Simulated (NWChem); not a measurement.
All runs are NWChem calculations. System: F₂Si, charge 0, spin multiplicity 1, at a geometry optimised with PBE0/def2-SVP. The structure started from a generated list of species. Level: TD-PBE/def2-SVPD.

The NWChem input:

```
start mol
memory heap 200 mb stack 900 mb global 1100 mb
geometry units angstroms nocenter noautoz
  Si     0.000000     0.000000    -0.588083
  F     -1.246491     0.000000     0.457398
  F      1.246491     0.000000     0.457398
  symmetry group C2v
end
basis spherical
  * library def2-svpd
end
dft
  xc xpbe96 cpbe96
  semidirect memsize 60000000 filesize 0
  iterations 100
end
tddft
  rpa
  nroots 8
  notriplet
  thresh 1e-4
end
task tddft energy
```

NWChem printed:

```
             Northwest Computational Chemistry Package (NWChem) 7.3.0
             --------------------------------------------------------

                                NWChem Input Module
                                -------------------

 Scaling coordinates for geometry "geometry" by  1.889725989
 (inverse scale =  0.529177249)

 Turning off AUTOSYM since
 SYMMETRY directive was detected!

                             Geometry "geometry" -> ""
                             -------------------------

 Output coordinates in angstroms (scale by  1.889725989 to convert to a.u.)

  No.       Tag          Charge          X              Y              Z
 ---- ---------------- ---------- -------------- -------------- --------------
    1 Si                  14.0000     0.00000000     0.00000000    -0.58808300
    2 F                    9.0000    -1.24649100     0.00000000     0.45739800
    3 F                    9.0000     1.24649100     0.00000000     0.45739800

 Effective nuclear repulsion energy (a.u.)      99.1614648170

            Nuclear Dipole moment (a.u.)
            ----------------------------
        X                 Y               Z
 ---------------- ---------------- ----------------
     0.0000000000     0.0000000000     0.0000037795

      Symmetry information
      --------------------

 Group name             C2v
 Group number             16
 Group order               4
 No. of unique centers     2

      Symmetry unique atoms

     1    2


 Summary of "ao basis" -> "" (spherical)
 ------------------------------------------------------------------------------
       Tag                 Description            Shells   Functions and Types
 ---------------- ------------------------------  ------  ---------------------
 *                         def2-svpd                  on all atoms

  pbe96 is a nonlocal functional; adding pw91lda local functional.

                                 NWChem DFT Module
                                 -----------------

 Summary of "ao basis" -> "ao basis" (spherical)
 ------------------------------------------------------------------------------
       Tag                 Description            Shells   Functions and Types
 ---------------- ------------------------------  ------  ---------------------
 Si                        def2-svpd                10       24   5s3p2d
 F                         def2-svpd                 9       23   4s3p2d

 Summary of "ao basis" -> "ao basis" (spherical)
 ------------------------------------------------------------------------------
       Tag                 Description            Shells   Functions and Types
 ---------------- ------------------------------  ------  ---------------------
 Si                        def2-svpd                10       24   5s3p2d
 F                         def2-svpd                 9       23   4s3p2d

      Symmetry analysis of basis
      --------------------------

        a1         28
        a2          9
        b1         21
        b2         12

            General Information
            -------------------
          SCF calculation type: DFT
          Wavefunction type:  closed shell.
          No. of atoms     :     3
          No. of electrons :    32
           Alpha electrons :    16
            Beta electrons :    16
          Charge           :     0
          Spin multiplicity:     1
          Use of symmetry is: off; symmetry adaption is: on
          Maximum number of iterations: 100
          AO basis - number of functions:    70
                     number of shells:    28
          Convergence on energy requested:  1.00D-06
          Convergence on density requested:  1.00D-05
          Convergence on gradient requested:  5.00D-04

              XC Information
              --------------
          PerdewBurkeErnzerhof Exchange Functional  1.000
            Perdew 1991 LDA Correlation Functional  1.000 local
           PerdewBurkeErnz. Correlation Functional  1.000 non-local

             Grid Information
             ----------------
          Grid used for XC integration:  medium
          Radial quadrature: Mura-Knowles
          Angular quadrature: Lebedev.
          Tag              B.-S. Rad. Rad. Pts. Rad. Cut. Ang. Pts.
          ---              ---------- --------- --------- ---------
          Si                  1.10       88           8.0       590
          F                   0.50       49          10.0       434
          Grid pruning is: on
          Number of quadrature shells:   186
          Spatial weights used:  Erf1

          Convergence Information
          -----------------------
          Convergence aids based upon iterative change in
          total energy or number of iterations.
          Levelshifting, if invoked, occurs when the
          HOMO/LUMO gap drops below (HL_TOL):  1.00D-02
          DIIS, if invoked, will attempt to extrapolate
          using up to (NFOCK): 10 stored Fock matrices.

                    Damping( 0%)  Levelshifting(0.5)       DIIS
                  --------------- ------------------- ---------------
          dE  on:    start            ASAP                start
          dE off:    2 iters        100 iters           100 iters

      Screening Tolerance Information
      -------------------------------
          Density screening/tol_rho:  1.00D-10
          AO Gaussian exp screening on grid/accAOfunc:  14
          CD Gaussian exp screening on grid/accCDfunc:  20
          XC Gaussian exp screening on grid/accXCfunc:  20
          Schwarz screening/accCoul:  1.00D-08

      Superposition of Atomic Density Guess
[...]
    8    100       6     0.27E-03   0.28E-06        2.5
    9    104       7     0.10E-03   0.25E-07        1.8
   10    105       8     0.96E-04   0.30E-08        1.6
  ----  ------  ------  ---------  ---------  ---------
  Convergence criterion met

  Ground state a1       -488.700533167922 a.u.

  ----------------------------------------------------------------------------
  Root   1 singlet b2             0.197205174 a.u.                5.3662 eV
  ----------------------------------------------------------------------------
     Transition Moments    X -0.00000   Y -1.01466   Z -0.00000
     Transition Moments   XX -0.00000  XY  0.00000  XZ -0.00000
     Transition Moments   YY -0.00000  YZ  2.47036  ZZ  0.00000
     Dipole Oscillator Strength                    0.1353529381
     Electric Quadrupole                           0.0000002492
     Magnetic Dipole                               0.0000029388
     Total Oscillator Strength                     0.1353561261

          sigma_e =   1.6252 Angstrom
          sigma_h =   1.5837 Angstrom
         |d_h->e| =   0.0842 Angstrom
            d_exc =   2.2667 Angstrom
            d_CD1 =   0.1257 Angstrom
            d_CD2 =  -1.5203 Angstrom
            d_CD3 =   2.3509 Angstrom
     Pearson C.C. =   0.0036

     Occ.   10  a1  ---  Virt.   17  b2  -0.11609 X
     Occ.   12  b2  ---  Virt.   19  a1   0.05114 X
     Occ.   13  a1  ---  Virt.   17  b2  -0.10363 X
     Occ.   16  a1  ---  Virt.   17  b2   0.99266 X
     Occ.   16  a1  ---  Virt.   17  b2  -0.12973 Y
  ----------------------------------------------------------------------------
  Root   2 singlet a2             0.253341711 a.u.                6.8938 eV
  ----------------------------------------------------------------------------
     Transition Moments    X  0.00000   Y -0.00000   Z  0.00000
     Transition Moments   XX -0.00000  XY -0.15153  XZ -0.00000
     Transition Moments   YY -0.00000  YZ  0.00000  ZZ -0.00000
     Dipole Oscillator Strength                    0.0000000000
     Electric Quadrupole                           0.0000000020
     Magnetic Dipole                               0.0000001331
     Total Oscillator Strength                     0.0000001351

          sigma_e =   1.5626 Angstrom
          sigma_h =   1.4517 Angstrom
         |d_h->e| =   1.0925 Angstrom
            d_exc =   2.3993 Angstrom
            d_CD1 =   1.2034 Angstrom
            d_CD2 =  -0.4147 Angstrom
            d_CD3 =   3.4918 Angstrom
     Pearson C.C. =  -0.0030

     Occ.   15  b1  ---  Virt.   17  b2  -0.99991 X
  ----------------------------------------------------------------------------
  Root   3 singlet b1             0.277134766 a.u.                7.5412 eV
  ----------------------------------------------------------------------------
     Transition Moments    X  0.78168   Y -0.00000   Z  0.00000
     Transition Moments   XX -0.00000  XY  0.00000  XZ -2.27497
     Transition Moments   YY -0.00000  YZ  0.00000  ZZ -0.00000
     Dipole Oscillator Strength                    0.1128903053
     Electric Quadrupole                           0.0000005866
     Magnetic Dipole                               0.0000025162
     Total Oscillator Strength                     0.1128934081

          sigma_e =   1.8924 Angstrom
          sigma_h =   1.5838 Angstrom
         |d_h->e| =   0.7202 Angstrom
            d_exc =   2.5349 Angstrom
            d_CD1 =   1.0289 Angstrom
            d_CD2 =  -1.0179 Angstrom
            d_CD3 =   3.2551 Angstrom
     Pearson C.C. =   0.0305

     Occ.   10  a1  ---  Virt.   18  b1   0.05042 X
     Occ.   13  a1  ---  Virt.   18  b1   0.08955 X
     Occ.   14  a2  ---  Virt.   17  b2  -0.61093 X
     Occ.   16  a1  ---  Virt.   18  b1  -0.77980 X
     Occ.   16  a1  ---  Virt.   27  b1   0.07732 X
  ----------------------------------------------------------------------------
  Root   4 singlet a1             0.290779433 a.u.                7.9125 eV
  ----------------------------------------------------------------------------
     Transition Moments    X -0.00000   Y -0.00000   Z -0.85443
     Transition Moments   XX -0.70678  XY  0.00000  XZ  0.00000
     Transition Moments   YY -2.60916  YZ -0.00000  ZZ  2.70336
     Dipole Oscillator Strength                    0.1415232021
     Electric Quadrupole                           0.0000009486
     Magnetic Dipole                               0.0000000000
     Total Oscillator Strength                     0.1415241507

          sigma_e =   2.4151 Angstrom
          sigma_h =   1.5159 Angstrom
         |d_h->e| =   0.6121 Angstrom
            d_exc =   2.9366 Angstrom
            d_CD1 =   1.5113 Angstrom
            d_CD2 =  -1.3534 Angstrom
            d_CD3 =   3.5488 Angstrom
     Pearson C.C. =  -0.0162

     Occ.   12  b2  ---  Virt.   17  b2  -0.21000 X
     Occ.   15  b1  ---  Virt.   18  b1  -0.06221 X
     Occ.   16  a1  ---  Virt.   19  a1   0.96256 X
     Occ.   16  a1  ---  Virt.   20  a1   0.10579 X
     Occ.   16  a1  ---  Virt.   26  a1  -0.06012 X
  ----------------------------------------------------------------------------
  Root   5 singlet b2             0.301165029 a.u.                8.1951 eV
  ----------------------------------------------------------------------------
     Transition Moments    X -0.00000   Y  0.30581   Z -0.00000
     Transition Moments   XX -0.00000  XY -0.00000  XZ  0.00000
     Transition Moments   YY -0.00000  YZ -0.79702  ZZ  0.00000
     Dipole Oscillator Strength                    0.0187761786
     Electric Quadrupole                           0.0000000924
     Magnetic Dipole                               0.0000001055
     Total Oscillator Strength                     0.0187763765

          sigma_e =   1.5694 Angstrom
          sigma_h =   1.4510 Angstrom
         |d_h->e| =   0.9617 Angstrom
            d_exc =   2.3637 Angstrom
            d_CD1 =   1.0801 Angstrom
            d_CD2 =  -0.5485 Angstrom
            d_CD3 =   3.3254 Angstrom
     Pearson C.C. =  -0.0207

     Occ.   10  a1  ---  Virt.   17  b2   0.07614 X
     Occ.   13  a1  ---  Virt.   17  b2  -0.99093 X
     Occ.   16  a1  ---  Virt.   17  b2  -0.09314 X
  ----------------------------------------------------------------------------
  Root   6 singlet b1             0.302512284 a.u.                8.2318 eV
  ----------------------------------------------------------------------------
     Transition Moments    X -1.19338   Y -0.00000   Z -0.00000
     Transition Moments   XX -0.00000  XY  0.00000  XZ  0.88563
     Transition Moments   YY  0.00000  YZ  0.00000  ZZ  0.00000
     Dipole Oscillator Strength                    0.2872170836
     Electric Quadrupole                           0.0000001156
     Magnetic Dipole                               0.0000039763
     Total Oscillator Strength                     0.2872211755

          sigma_e =   1.9203 Angstrom
          sigma_h =   1.5594 Angstrom
         |d_h->e| =   0.8485 Angstrom
            d_exc =   2.5510 Angstrom
            d_CD1 =   1.2094 Angstrom
            d_CD2 =  -0.8913 Angstrom
            d_CD3 =   3.3996 Angstrom
     Pearson C.C. =   0.0554

     Occ.   11  b1  ---  Virt.   20  a1   0.05396 X
     Occ.   14  a2  ---  Virt.   17  b2  -0.75880 X
     Occ.   14  a2  ---  Virt.   23  b2   0.07538 X
     Occ.   15  b1  ---  Virt.   19  a1   0.18945 X
     Occ.   16  a1  ---  Virt.   18  b1   0.58760 X
     Occ.   16  a1  ---  Virt.   18  b1  -0.06033 Y
     Occ.   16  a1  ---  Virt.   22  b1   0.06084 X
     Occ.   16  a1  ---  Virt.   27  b1  -0.12774 X
  ----------------------------------------------------------------------------
  Root   7 singlet a1             0.313137048 a.u.                8.5209 eV
  ----------------------------------------------------------------------------
     Transition Moments    X  0.00000   Y -0.00000   Z -0.87058
     Transition Moments   XX  0.69008  XY -0.00000  XZ -0.00000
     Transition Moments   YY  1.06769  YZ  0.00000  ZZ  4.79641
     Dipole Oscillator Strength                    0.1582191016
     Electric Quadrupole                           0.0000008423
     Magnetic Dipole                               0.0000000000
     Total Oscillator Strength                     0.1582199439

          sigma_e =   2.7809 Angstrom
          sigma_h =   1.4914 Angstrom
         |d_h->e| =   0.9024 Angstrom
            d_exc =   3.2687 Angstrom
            d_CD1 =   2.1919 Angstrom
            d_CD2 =  -1.2338 Angstrom
            d_CD3 =   4.1710 Angstrom
     Pearson C.C. =   0.0106

     Occ.   15  b1  ---  Virt.   18  b1  -0.08163 X
     Occ.   16  a1  ---  Virt.   19  a1   0.09835 X
     Occ.   16  a1  ---  Virt.   20  a1  -0.98746 X
  ----------------------------------------------------------------------------
  Root   8 singlet a1             0.320601984 a.u.                8.7240 eV
  ----------------------------------------------------------------------------
     Transition Moments    X  0.00000   Y -0.00000   Z -0.45889
     Transition Moments   XX -1.57509  XY -0.00000  XZ -0.00000
     Transition Moments   YY  0.46289  YZ  0.00000  ZZ  0.32152
     Dipole Oscillator Strength                    0.0450091230
     Electric Quadrupole                           0.0000002273
     Magnetic Dipole                               0.0000000000
     Total Oscillator Strength                     0.0450093503

          sigma_e =   1.6864 Angstrom
          sigma_h =   1.4318 Angstrom
         |d_h->e| =   1.0672 Angstrom
            d_exc =   2.5051 Angstrom
            d_CD1 =   1.3218 Angstrom
            d_CD2 =  -0.4920 Angstrom
            d_CD3 =   3.5722 Angstrom
     Pearson C.C. =  -0.0502

     Occ.   11  b1  ---  Virt.   18  b1  -0.10476 X
     Occ.   12  b2  ---  Virt.   17  b2   0.92154 X
     Occ.   13  a1  ---  Virt.   19  a1  -0.06731 X
     Occ.   14  a2  ---  Virt.   24  a2   0.05756 X
     Occ.   15  b1  ---  Virt.   18  b1  -0.30087 X
     Occ.   16  a1  ---  Virt.   19  a1   0.16594 X
     Occ.   16  a1  ---  Virt.   26  a1  -0.05840 X

              Target root =      1
          Target symmetry = none
      Ground state energy =   -488.700533167922
        Excitation energy =      0.197205174082
     Excited state energy =   -488.503327993839

  stored tddft:energy   -488.50332799383932

 Task  times  cpu:       32.4s     wall:       32.4s

 Total times  cpu:       32.4s     wall:       32.4s
```
